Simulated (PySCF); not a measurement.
# Relaxation of doublet MoH5

All numbers come from UPBE0 in PySCF with Mo def2-TZVP with ECP28, H def2-TZVP; scalar-relativistic core potentials, no spin–orbit coupling; density-fitted integrals. A (50,194) grid was used.

A hand-made square pyramidal start, of C4v symmetry, held to at least that symmetry:

```xyz
6
charge 0 multiplicity 2, angstrom
Mo    0.0000    0.0000   -0.0028
H     0.0000    0.0000    1.6972
H     1.6629    0.0000   -0.3562
H     0.0000    1.6629   -0.3562
H    -1.6629    0.0000   -0.3562
H     0.0000   -1.6629   -0.3562
```

Optimiser trace:
| step | E − E(last) (kJ/mol) | largest gradient (Eh/bohr) |
| --- | --- | --- |
| 0 | 190.56 | 0.13374 |
| 1 | 75.68 | 0.04851 |
| 2 | 25.48 | 0.02874 |
| 3 | 10.58 | 0.02647 |
| 4 | 0.04 | 0.00068 |
| 5 | 0.00 | 0.00063 |
| 6 | 0.00 | 0.00016 |

It ends at C4v with Mo–H 1.662 Å (×4), Mo–H 1.709 Å; H–Mo–H 74.8° (×4), H–Mo–H 118.3° (×2), H–Mo–H 120.9° (×4). A frequency run shows 2 imaginary modes (one degenerate set), down to 271i cm⁻¹, so it is a higher-order saddle point.

Other spin states or occupations of the open shell can lie lower.
